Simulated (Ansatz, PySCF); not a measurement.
Gas-phase reaction (SMILES): FC(F)Cl + 2 C (CH4) → CCl (CH3Cl) [chloromethane] + 2 CF (CH3F) [fluoromethane]; bond separation energy.

Each molecule is optimised on its own at B3LYP-D3(BJ)/def2-TZVP (Ansatz, an electronic-structure program). Valence correlation only, unless marked. Spin-orbit coupling is left out. Non-relativistic. CBS marks a two-point X^-3 extrapolation of the correlation energy; Hartree-Fock from the larger set. The bracket is a focal-point correction in the basis named. Thermal terms are rigid-rotor harmonic-oscillator values from B3LYP-D3(BJ) frequencies (Ansatz or PySCF) at 298.15 K and 1 atm. 1 Eh = 627.5095 kcal/mol.

| species | E, RI-MP2/CBS(aug-cc-pV(T+d)Z,aug-cc-pV(Q+d)Z)+[CCSD(T)-MP2]/aug-cc-pV(T+d)Z (Ansatz) (Eh) | E, wB97M-V/def2-TZVPD (Ansatz) (Eh) | H - E (Eh) | G - E (Eh) |
|---|---|---|---|---|
| FC(F)Cl | -697.99891 | -698.62694 | 0.02793 | -0.00404 |
| C (CH4) | -40.46129 | -40.49098 | 0.04840 | 0.02728 |
| CCl (CH3Cl) | -499.62944 | -500.08564 | 0.04161 | 0.01500 |
| CF (CH3F) | -139.63296 | -139.74790 | 0.04297 | 0.01769 |

Problem. Work out ΔE and ΔH, ΔG, ΔS and the equilibrium constant at 298.15 K at the first level, then ΔH at the second.

Solution. 
1. ΔE = [(-499.62944) + 2×(-139.63296)] - [(-697.99891) + 2×(-40.46129)] = 0.02613 Eh = 16.4 kcal/mol at RI-MP2/CBS(aug-cc-pV(T+d)Z,aug-cc-pV(Q+d)Z)+[CCSD(T)-MP2]/aug-cc-pV(T+d)Z.
2. The terms H - E add up to 0.00282 Eh, so ΔH = (0.02613 + (0.00282))×627.5095 = 18.2 kcal/mol.
3. The terms G - E add up to -0.00014 Eh, so ΔG = 16.3 kcal/mol, and ΔS = (0.00282 - (-0.00014))×627509.5/298.15 = 6.2 cal/(mol K).
4. log10 K = -ΔG/(RT ln 10) = -11.9, with RT ln 10 = 1.3642 kcal/mol.
5. At wB97M-V/def2-TZVPD the same steps give ΔE = 17.2 and ΔH = 19.0 kcal/mol, a shift of +0.8 from the first level.
6. Tabulated enthalpies of formation (FC(F)Cl -115.4 kcal/mol, ATcT 1.112; C (CH4) -17.8 kcal/mol, ATcT 1.112; CCl (CH3Cl) -19.7 kcal/mol, ATcT 1.112; CF (CH3F) -56.5 kcal/mol, ATcT 1.112) give ΔH = 18.3, so the errors are -0.1 and +0.7 kcal/mol; the tables hold anharmonic motion, scalar relativity, which both levels lack, and core correlation, which the frozen-core level lacks.
